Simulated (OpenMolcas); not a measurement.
**5d⁵ along the 73-electron sequence**

| Property | Result |
| --- | --- |
| Program | OpenMolcas 26.06 |
| Method | MS-CASPT2, IPEA 0.25 Eh, imaginary shift 0.1 Eh |
| Basis | ANO-RCC-VTZP |
| Scalar Hamiltonian | DKH2, point nucleus |
| Spin-orbit coupling | state interaction with AMFI integrals over the reference wave functions, term energies averaged over their components |

Active space for each ion: 5 electrons in 5 orbitals (5d); closed shells correlated by CASPT2: 5s 5p.

Computed levels in cm-1 above ⁶S_5/2:

```
                               Level   Re2+   Os3+   Ir4+   Pt5+   Au6+
                              ⁴G_7/2  19160  21660  23600  25670  27760
                             ⁴G_11/2  20000  22730  25050  27470  29940
                              ⁴G_9/2  20470  23420  26020  28760  31650
                              ⁴P_1/2  21530  24960  27700  30610  33630
                              ⁴D_7/2  23520  27470  30940  34640  38680
                              ⁴D_1/2  26200  31010  35420  40100  45420
                             ²I_11/2  29020  33060  36810  40860  45420
                             ²I_13/2  31310  35990  40470  45200  50490
                              ²H_9/2  36070  41690  46720  52070  57870
weight of ⁶S in the lowest level (%)     91     89     85     81     74
```

Mixed levels, with the weight of the term that names them: Re2+ ⁴G_7/2 (72 %), Re2+ ⁴P_1/2 (61 %), Re2+ ⁴D_7/2 (75 %), Re2+ ⁴D_1/2 (64 %), Re2+ ²H_9/2 (52 %), Os3+ ⁴G_7/2 (69 %), Os3+ ⁴P_1/2 (60 %), Os3+ ⁴D_7/2 (71 %), Os3+ ⁴D_1/2 (65 %), Os3+ ²H_9/2 (51 %), Ir4+ ⁴G_7/2 (63 %), Ir4+ ⁴P_1/2 (59 %), Ir4+ ⁴D_7/2 (65 %), Ir4+ ⁴D_1/2 (65 %), Ir4+ ²I_11/2 (73 %), Ir4+ ²H_9/2 (51 %), Pt5+ ⁴G_7/2 (59 %), Pt5+ ⁴P_1/2 (59 %), Pt5+ ⁴D_7/2 (60 %), Pt5+ ⁴D_1/2 (66 %), Pt5+ ²I_11/2 (70 %), Pt5+ ²H_9/2 (51 %), Au6+ ⁶S_5/2 (74 %), Au6+ ⁴G_7/2 (54 %), Au6+ ⁴G_11/2 (69 %), Au6+ ⁴G_9/2 (74 %), Au6+ ⁴P_1/2 (59 %), Au6+ ⁴D_7/2 (51 %), Au6+ ⁴D_1/2 (68 %), Au6+ ²I_11/2 (67 %), Au6+ ²H_9/2 (51 %).

Measured, with the error of the calculation in %. Measured levels: Re2+ from the list in Brasseur, Gamrath and Quinet, At. Data Nucl. Data Tables 157, 101636 (2024).

```tsv
Level	Re2+
⁴G_7/2	16890 (+13.5)
⁴G_11/2	18020 (+11.0)
⁴G_9/2	18346 (+11.6)
⁴D_7/2	20453 (+15.0)
²I_11/2	26170 (+10.9)
²I_13/2	28588 (+9.5)
```

⁴G_7/2 changes by a factor of 1.45 over the same range, with steps per unit of Z of +2500, +1940, +2070, +2090 cm-1.

CASPT2 does not keep the components of a term degenerate, so their means are used; among the terms shown or strongly mixed into the levels shown the widest spread is 830 cm-1 (5d⁵ ⁴F, Os3+). Blocks of more than 70 roots (2S+1 = 2 even) ran without multistate coupling. Configurations with an s electron lie low in 5d ions of this charge, fall among these levels and mix in, so low-spin terms can stand far too high, up to twice their true height, and weights are not those of the real levels (holds for Re2+). The CASPT2 spread within a term exceeds the gap to the next term for 5d⁵ ⁴F and 5d⁵ ²F(1), so the order of their levels is uncertain, and so are names and mixing where such terms share a J (holds for Re2+; Os3+). Computed and measured levels are paired by configuration, term and J; levels that our copy of the source lacks, or whose pairing is in doubt (as where it misses far off the trend of its configuration), stay unpaired and out of the deviations. Levels of configurations outside the active space are missing.

A number in round brackets counts repeated terms of one configuration in the order of the reference energies.
